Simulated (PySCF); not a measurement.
Hf(Cl)(SH)3 (ClH3HfS3), SMILES [Hf]([SH])([Cl])([SH])[SH], multiplicity 1. The structure is a stationary point at PBE-D3(BJ)/def2-SVP. The multiplicity is an assumed one; no other spin state was optimised. The structure was generated by enumeration; whether it is a known compound was not checked. The def2 effective core potentials stand for the cores of Hf; spin–orbit coupling is left out. The values are those of a single conformer.

### Question
Give the equilibrium geometry at PBE-D3(BJ)/def2-SVP (PySCF confirms it by a frequency run) as bond lengths and angles. (The exact figures need the calculation; the answer reports its results.)

### Answer
Several could match; the one computed here: 
Atoms: Hf1 Cl2 S3 H4 S5 H6 S7 H8. Bonds (Å): Hf1–Cl2 2.353, Hf1–S3 2.442, Hf1–S5 2.433, Hf1–S7 2.434, S3–H4 1.367, S5–H6 1.366, S7–H8 1.369. Angles (°): Cl2–Hf1–S3 111.4, Cl2–Hf1–S5 112.6, Cl2–Hf1–S7 112.0, S3–Hf1–S5 108.6, S3–Hf1–S7 107.7, S5–Hf1–S7 104.2, Hf1–S3–H4 90.0, Hf1–S5–H6 90.3, Hf1–S7–H8 91.1.
Charge 0, spin multiplicity 1.
